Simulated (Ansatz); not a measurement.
The same path of a periodic cell of 19 atoms, NaC18 (surface graphene monolayer, adsorbate Na) was run twice with different band settings. Lost on the way: C1–Na19, C3–Na19, C4–Na19, C14–Na19. Made: C7–Na19, C8–Na19, C10–Na19, C15–Na19.

Computed with DFT PBE, scalar-relativistic, plane waves, PAW (Ansatz). Settings: cutoff 420 eV, k mesh 2x2x1, fermi-dirac smearing 0.05 eV, spin collinear.

Relaxed end points:

```xyz
19
Lattice="7.3980 0.0000 0.0000 -3.6990 6.4069 0.0000 0.0000 0.0000 13.0000" Properties=species:S:1:pos:R:3
C -0.063 0.027 1.006
C 1.174 0.741 1.009
C -1.301 2.171 1.005
C -0.063 2.885 1.009
C -2.530 4.303 1.024
C -1.297 5.015 1.024
C 2.406 0.030 1.024
C 3.635 0.744 1.024
C 1.174 2.171 1.010
C 2.406 2.882 1.024
C -0.064 4.308 1.024
C 1.169 5.015 1.024
C 4.865 0.030 1.022
C 6.097 0.742 1.004
C 3.635 2.167 1.023
C 4.864 2.882 1.022
C 2.402 4.304 1.023
C 3.635 5.011 1.023
Na -0.086 1.448 3.156
```

```xyz
19
Lattice="7.3980 0.0000 0.0000 -3.6990 6.4069 0.0000 0.0000 0.0000 13.0000" Properties=species:S:1:pos:R:3
C -0.067 0.030 1.022
C 1.165 0.742 1.004
C -1.297 2.167 1.023
C -0.068 2.882 1.022
C -2.530 4.304 1.023
C -1.297 5.011 1.023
C 2.403 0.027 1.006
C 3.640 0.741 1.009
C 1.165 2.171 1.005
C 2.403 2.885 1.009
C -0.064 4.303 1.024
C 1.169 5.015 1.024
C 4.872 0.030 1.024
C 6.101 0.744 1.024
C 3.640 2.171 1.010
C 4.872 2.882 1.024
C 2.402 4.308 1.024
C 3.635 5.015 1.024
Na 2.380 1.448 3.156
```

Common settings: movable images 3; climbing image yes; end points relaxed.

| run | spring | optimiser | start path | force threshold | iteration limit | theory |
| --- | --- | --- | --- | --- | --- | --- |
| 1 | 1.0 eV/Å² | lbfgs | IDPP | 0.03 eV/Å | 64 | DFT PBE, scalar-relativistic, plane waves, PAW cutoff 420 eV, k mesh 2x2x1, fermi-dirac smearing 0.05 eV, spin collinear |
| 2 | 5.0 eV/Å² | quadratic models (default) | default | 0.05 eV/Å | 50 | DFT PBE, scalar-relativistic, plane waves, PAW cutoff 300 eV, k mesh 2x2x1, fermi-dirac smearing 0.05 eV, spin collinear |

**Question.** What does each run give, and how far can it be trusted?

**Answer.** Run 1: converged after 17 iterations, highest image 0.153 eV above the first end. By the program's own check the climbing image is of a kind that is not told: the force calls were inconclusive, a negative curvature could not be distinguished from the path's own, the only one lies far off the path, or fixed occupations may fill a level only in part (lowest curvatures found: -0.40 and 0.06 eV/Å²).
Run 2: converged after 4 iterations, highest image 0.153 eV above the first end. The order of the stationary point at the top wasn't checked. The plane-wave cutoff is below what these datasets need, so energies and pressures aren't converged.
Limits of this set-up: slab without dipole correction.
